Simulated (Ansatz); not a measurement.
Cartesian coordinates in Å:
```
B 1.091 1.084 1.110
O 0.717 0.258 0.104
B -0.512 -0.270 -0.221
N -0.602 -1.132 -1.306
Cl -1.977 0.120 0.702
H 0.293 1.474 1.913
H 2.247 1.395 1.149
H 0.207 -1.375 -1.851
H -1.464 -1.553 -1.600
```

Charge 0, multiplicity 1.

(1) List the PBE/def2-TZVPP orbital energies in eV (Ansatz). (Best estimate.)

Answers

(1) Ansatz gave: Occupied: -2738.77, -511.04, -380.84, -249.36, -190.05, -189.90, -189.87, -178.87, -177.64, -25.95, -22.14, -20.42, -14.89, -13.14, -12.29, -11.35, -10.26, -10.25, -9.36, -8.13, -7.56, -7.07, -7.05. Lowest empty: -1.85, -0.04, 0.16, 1.14, 1.37, 1.92, 2.03, 2.84.
